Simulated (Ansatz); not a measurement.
`C[SiH2]B[SiH3]` → `CB[SiH3]` + `[SiH2]`  (silylene formation by 1,1-elimination)

Computed with Ansatz on PBE0-D4/def2-TZVP structures; ΔE is electronic, products minus reactants. CBS: MP2 limit from def2 TZ/QZ plus the TZ coupled-cluster correction, frozen cores. This one scheme is used for every species. DFT in def2-TZVPP. B3LYP here is the variant with VWN-RPA as its local correlation; programs differ in this. One conformer a species, not always the lowest.

| level | ΔE (eV) | difference from CCSD(T)/CBS |
| --- | --- | --- |
| r2SCAN-D4 | 2.44 | 0.21 |
| B3LYP-D4 | 2.16 | -0.07 |
| ωB97M-V | 2.14 | -0.09 |
| B2PLYP | 2.13 | -0.10 |
| PBE | 2.22 | -0.01 |
| r2SCAN | 2.41 | 0.18 |
| B3LYP | 2.01 | -0.22 |
| HF/def2-TZVPP | 1.95 | -0.28 |
| SCS-MP2/def2-TZVPP | 2.18 | -0.05 |
| CCSD(T)/def2-TZVPP | 2.16 | -0.07 |
| HF/def2-QZVPP | 1.95 | -0.28 |
| MP2/def2-QZVPP | 2.35 | 0.12 |
| SCS-MP2/def2-QZVPP | 2.23 | 0.00 |
| HF/CBS(def2) | 1.95 | -0.28 |
| MP2/CBS(def2) | 2.38 | 0.15 |
| CCSD/CBS(def2) | 2.18 | -0.05 |
| CCSD(T)/CBS | 2.23 | 0 |

Largest T1 diagnostic among the species: 0.014.

The D4 term adds +0.15 eV with B3LYP and +0.08 eV with PBE0; it sums over pairs of atoms, weighted by their polarisabilities, and B3LYP, whose exchange is more repulsive, gets the larger term. From PBE to PBE0 (25 % exact exchange), in def2-TZVPP and without D4, ΔE moves by +0.07 eV.
